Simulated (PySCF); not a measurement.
A small calculation by hand: chemical shift, span and skew from a shielding tensor

Si(H)3(SH) (H4SSi), SMILES [SiH3]S. Atoms are numbered in the order given.

```xyz
6

Si     0.0046    -1.0301     0.0000
S     -0.0811     1.1079     0.0000
H      0.6945    -1.5523     1.2057
H     -1.4101    -1.4682     0.0000
H      0.6945    -1.5523    -1.2057
H      1.2540     1.2686     0.0000
```
Charge 0, spin multiplicity 1.

Coordinates come from a r2SCAN-D4/def2-TZVP optimisation.

GIAO shieldings from KT2/pcSseg-2 (PySCF), non-relativistic, no solvent. The symmetric part of the tensor of Si1 has the principal values 360.5, 408.1, 464.9 ppm. The same nucleus in TMS has σ = 351.7 ppm at this level (PySCF, at its B3LYP-D3(BJ)/def2-TZVP geometry).

### Question
Work out the isotropic shielding, the ²⁹Si shift against TMS, the span and the skew.

### Answer

σ(iso) = (σ11 + σ22 + σ33)/3 = 411.2 ppm. δ = σ(ref) − σ(iso) = 351.7 − (411.2) = -59.5 ppm.
Span Ω = σ33 − σ11 = 104.4 ppm. Skew κ = 3(σ(iso) − σ22)/Ω = 0.09. Tumbling in solution averages the tensor to δ; in a static solid the shielding alone would spread this spin-1/2 line over Ω.
